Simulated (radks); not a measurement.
Spherical quantum dot in the effective-mass picture: electrons in a hard-walled sphere of radius 6.24, with a point charge +1 (a donor) at the centre, all in effective atomic units (hartree* = m*/eps^2 hartree, bohr* = eps/m* bohr), one dielectric constant everywhere. Method: non-relativistic Kohn-Sham, exchange-only LDA, spin-polarised, spherical densities; computed with a radial shooting solver with Libxc functionals. Levels are named by radial order and angular momentum (1s, 1p, 1d, 2s, ...), and open shells are averaged over m. Results are scaled to m* = 0.237 and eps = 15.4, for which hartree* = 27.19 meV and bohr* = 3.439 nm.

N = 2, configuration 1s2. This is the lowest configuration that the search found. Occupied and some empty levels:

| level | occupation | eigenvalue (meV) | <r> (nm) |
|---|---|---|---|
| 1s | 2 | 4.6521 | 7.363 |
| 1p | 0 | 10.839 | 12.52 |
| 2s | 0 | 12.946 | 11.25 |
| 1d | 0 | 15.509 | 13.89 |

Energy (meV): total -10.9561, kinetic 14.913, external -39.322, Hartree 23.664, exchange-correlation -10.211.
